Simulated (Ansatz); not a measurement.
**An elementary step**

Start structure (GeHCl$_{3}$, singlet), relaxed at PBE0-D4/def2-TZVP:

```
5
angstrom
Ge 0.9720 -0.9593 -0.3292
Cl 1.5036 1.0055 0.5611
H -0.9564 1.3584 -0.4454
Cl -0.0132 -1.8672 1.4011
Cl -1.5060 0.4626 -1.1878
```

The step: GeCl₂ + HCl → GeCl₂ + HCl; bonds formed: Ge1–Cl5, Cl2–H3; bonds broken: Ge1–Cl2, H3–Cl5. Computed with Ansatz 0.2.0 (basis: def2-TZVPP and def2-QZVPP); correlated methods freeze the cores. Filled d shells of the heavier atoms are correlated. The def2 sets are not built for correlating such inner shells, so the correlated values are less sure here. Extrapolation: Hartree–Fock as exp(−7.88 √X), correlation as X^−2.97. Energies below are by CCSD(T) at an estimated basis limit (MP2 extrapolated from triple and quadruple zeta, plus CCSD(T) − MP2 in triple zeta).

(1) What are the electronic barrier and the energy of the step, from the start structure to the end structure? (To be estimated.)

T1 diagnostic: at most 0.012.

Answers

(1) Computed: Barrier 39.0 kJ/mol; step energy 0.0 kJ/mol (both ends alike: a degenerate step); reverse barrier, their difference, 39.0 kJ/mol. Barrier and step energy count from the start structure, the reverse barrier from the end structure.

The saddle point: One imaginary mode of 378i cm⁻¹.
```json
{"pair": "Ge1–Cl5", "start (Å)": "2.98", "saddle (Å)": "2.47", "end (Å)": "2.22"}
{"pair": "Cl2–H3", "start (Å)": "2.68", "saddle (Å)": "1.55", "end (Å)": "1.29"}
{"pair": "Ge1–Cl2", "start (Å)": "2.22", "saddle (Å)": "2.47", "end (Å)": "2.98"}
{"pair": "H3–Cl5", "start (Å)": "1.29", "saddle (Å)": "1.55", "end (Å)": "2.68"}
```

Zero-point energy (harmonic, PBE0-D4): ZPE is 27.3 kJ/mol at the start and 21.6 kJ/mol at the saddle, so the barrier goes from 39.0 to 33.3 kJ/mol.

For scale, one of the runs: CCSD(T)/def2-TZVPP, 188 basis functions (an equivalent command: `ansatz run in.yaml --threads 4`). Time: 39 s of wall clock on 4 CPU threads; the host was shared. Peak host memory: 1.8 GiB.
